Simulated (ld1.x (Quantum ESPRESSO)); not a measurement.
# u(r) = r·R(r): atom against pseudo-atom (Cl)

Columns: radius, all-electron u(r) and pseudo u(r) of the 3p shell (level -9.24 eV) of chlorine in the configuration [Ne] 3s1 3p6; LDA (PZ), scalar-relativistic, ultrasoft scheme, ld1.x (Quantum ESPRESSO) 7.5.

| r (bohr) | all-electron | pseudo |
| --- | --- | --- |
| 0.072 | 0.1295 | -0.0042 |
| 0.145 | 0.2915 | -0.0169 |
| 0.217 | 0.3655 | -0.0381 |
| 0.290 | 0.3528 | -0.0681 |
| 0.362 | 0.2788 | -0.1063 |
| 0.435 | 0.1670 | -0.1533 |
| 0.507 | 0.0399 | -0.2073 |
| 0.580 | -0.0925 | -0.2684 |
| 0.652 | -0.2177 | -0.3336 |
| 0.725 | -0.3339 | -0.4027 |
| 0.798 | -0.4364 | -0.4722 |
| 0.870 | -0.5231 | -0.5386 |
| 0.942 | -0.5955 | -0.6002 |
| 1.015 | -0.6547 | -0.6553 |
| 1.088 | -0.7007 | -0.7007 |
| 1.160 | -0.7344 | -0.7344 |
| 1.232 | -0.7578 | -0.7578 |
| 1.305 | -0.7725 | -0.7725 |
| 1.378 | -0.7791 | -0.7791 |
| 1.450 | -0.7791 | -0.7791 |
| 1.522 | -0.7737 | -0.7737 |
| 1.595 | -0.7637 | -0.7637 |
| 1.668 | -0.7498 | -0.7498 |
| 1.740 | -0.7333 | -0.7333 |
| 1.812 | -0.7145 | -0.7145 |
| 1.885 | -0.6937 | -0.6937 |

Task: How many radial nodes do the two functions have?

Result: The all-electron 3p function has n − l − 1 = 1; the pseudo-wave has 0, since the states of the same l below it are removed with the core.

Task: At about which radius was the pseudo-wave matched?

Result: 1.10 bohr, where the columns begin to agree (steps of 0.07 bohr).

Task: Where does each function peak?

Result: Outermost all-electron maximum near 1.38 bohr, pseudo maximum near 1.38 bohr (to the table’s step).

Task: Is the pseudo-wave norm-conserving?

Result: No, it belongs to an ultrasoft set: the norm inside the radius is not constrained, and the difference is carried by the augmentation charge.
